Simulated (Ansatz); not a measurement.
C10H15N5⁻, that is 1-butyl-3-methylimidazolium dicyanamide with one electron more. Total charge -1; doublet. Geometry r2SCAN-D4/def2-SVP, that of the neutral singlet; atoms count from 1.

```tsv
atom	x (Å)	y (Å)	z (Å)
C1	-1.117	-3.810	1.629
C2	-0.502	-2.416	1.622
C3	-1.516	-1.322	1.298
C4	-0.947	0.092	1.314
N5	0.114	0.285	0.318
C6	1.469	0.395	0.554
C7	2.069	0.662	-0.646
N8	1.067	0.689	-1.594
C9	1.260	1.029	-2.998
C10	-0.108	0.474	-0.988
H11	-1.923	-3.887	2.377
H12	-0.368	-4.581	1.865
H13	-1.553	-4.057	0.647
H14	-0.044	-2.203	2.607
H15	0.326	-2.381	0.890
H16	-1.981	-1.516	0.313
H17	-2.344	-1.346	2.028
H18	-1.708	0.858	1.086
H19	-0.500	0.329	2.291
H20	1.885	0.306	1.554
H21	3.099	0.896	-0.900
H22	0.278	1.132	-3.475
H23	1.836	0.237	-3.497
H24	1.795	1.993	-3.031
H25	-1.089	0.532	-1.453
N26	2.212	3.623	-1.525
C27	1.158	3.857	-1.044
N28	0.022	4.166	-0.486
C29	-0.977	3.341	-0.427
N30	-1.914	2.622	-0.331
```

The highest occupied level of the charge -1 doublet lies above zero (up to 2.47 eV). By energy differences it is unbound by 0.66 eV (vertical, against the charge 0 singlet, at PBE0-D4/def2-SVP) and held by the finite basis.

(1) Estimate the Mulliken populations of the heavy atoms from the PBE0/def2-SVP orbitals of Ansatz.

(2) Where does the spin sit?

(3) And the Mayer bond orders between heavy atoms (over 0.3)?

## Answers

(1) 
```
atom  charge (e)  spin (α − β)
  C1       -0.06          0.00
  C2       -0.11          0.00
  C3       -0.06          0.01
  C4        0.14         -0.01
  N5       -0.30          0.14
  C6        0.03          0.00
  C7        0.06         -0.01
  N8       -0.30          0.15
  C9        0.09         -0.02
 C10        0.04          0.70
 N26       -0.18          0.00
 C27       -0.11          0.00
 N28       -0.31          0.00
 C29       -0.11          0.01
 N30       -0.17          0.00
```
Mulliken values depend strongly on the basis.

(2) Summed by element: C 0.68, N 0.28, H 0.04, of 1 unpaired in all. Largest on single atoms: C10 0.70, N8 0.15, N5 0.14.

(3) C1–C2 1.09 (1.52 Å); C2–C3 1.05 (1.53 Å); C3–C4 1.07 (1.52 Å); C4–N5 1.00 (1.47 Å); N5–C6 1.11 (1.38 Å); N5–C10 1.07 (1.34 Å); C6–C7 1.63 (1.37 Å); C7–N8 1.13 (1.38 Å); N8–C9 0.99 (1.46 Å); N8–C10 1.07 (1.34 Å); N26–C27 2.71 (1.18 Å); C27–N28 1.43 (1.30 Å); N28–C29 1.44 (1.30 Å); C29–N30 2.71 (1.18 Å).
